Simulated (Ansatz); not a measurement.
`[Cl][Al]1[CH2]C[SiH2]1`. Charge 0, multiplicity 1.

Z-matrix (Å, degrees):
```
C
Al 1 1.967
C 1 1.555 2 95.3
H 1 1.097 2 108.1 3 113.3
H 1 1.091 2 121.9 3 -122.6
Cl 2 2.101 1 134.0 3 158.3
Si 2 2.411 1 78.9 3 -17.1
H 3 1.094 1 112.9 2 147.2
H 3 1.095 1 109.9 2 -93.4
H 7 1.492 2 115.7 1 -92.2
H 7 1.490 2 128.4 1 123.3
```

Problem. List the harmonic frequencies (cm⁻¹, unscaled) at PBE0-D4/def2-TZVP in Ansatz. (Best estimate.)

Solution. Computed: 73, 130, 158, 282, 338, 401, 499, 535, 597, 642, 685, 704, 784, 933, 948, 988, 1040, 1168, 1237, 1422, 1436, 2191, 2208, 3041, 3046, 3098, 3119.

Problem. Is this a minimum?

Solution. Yes, all 27 modes are real.

Problem. Give the ideal-gas thermochemistry at 298.15 K and 1 bar (rigid rotor, harmonic oscillator; point group C1, symmetry number 1).

Solution. Zero-point energy 189.6 kJ/mol; H(298) − E = 211.3 kJ/mol; entropy 356.8 J/(mol·K), of which translation 168.6, rotation 118.2, vibration 70.0; G(298) − E = 104.9 kJ/mol. Modes under 100 cm⁻¹ are hindered rotations or soft bends, so the harmonic entropy is rough.

Problem. Rotational constants (cm⁻¹)?

Solution. 0.1738, 0.04189, 0.03493.
